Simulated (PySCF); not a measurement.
Compound: Si(vinyl)Br3, C₂H₃Br₃Si.
Structure used (PBE0-D3(BJ)/def2-SVP), in Å, numbered top down from 1:
```
atom  x, y, z in Å
Si1   -0.1264    0.3043   -1.1545
C2    -0.1792    0.3299    0.7013
C3     0.3138   -0.6523    1.4618
H4    -0.6308    1.2102    1.1738
H5     0.7724   -1.5492    1.0304
H6     0.2819   -0.6024    2.5555
Br7    1.9679    0.2932   -1.8807
Br8   -1.1486    2.1014   -1.9467
Br9   -1.1182   -1.5045   -1.9665
```

A calculation gives these core lines: C 1s: 290.80 (area 1), 291.10 (area 1) eV; Si 1s: 1848.94 eV; Si 2p3/2: 108.84 eV.

Level of theory: delta-SCF UKS SCAN, pcX-2 on the ionised atom, pcseg-1 elsewhere, spin-free X2C (PySCF). One conformer (not necessarily the lowest) at the PBE0-D3(BJ)/def2-SVP geometry, without solvent, vibrations or thermal averaging.

(1) Assign the C 1s lines to atoms.

Answers

(1) 290.80 eV: C2 (carbon bonded to C, Si and H); 291.10 eV: C3 (carbon bonded to C and 2 H). Lowest listed C 1s: C2, bonded to C, H and Si. Highest, 0.30 eV above it: C3, bonded to C and 2 H.

Bonded neighbours of each site: Si1: 3 Br and C; C2: C, H and Si; C3: C and 2 H.

Which effective nuclear charge Zeff reproduces each element's mean 1s value in the hydrogen-like formula E = 13.606 eV × Zeff²?

C (Z = 6): mean 290.9 eV, Zeff = 4.62, Z − Zeff = 1.38; Si (Z = 14): mean 1848.9 eV, Zeff = 11.66, Z − Zeff = 2.34. Means run over the listed sites, weighted by atom count.

Spin–orbit and ligand-field terms were added within each 2p shell after the spin-free SCF. 2p1/2 minus 2p3/2 (ligand field included): Si 0.63 eV. No level of bromine is listed.
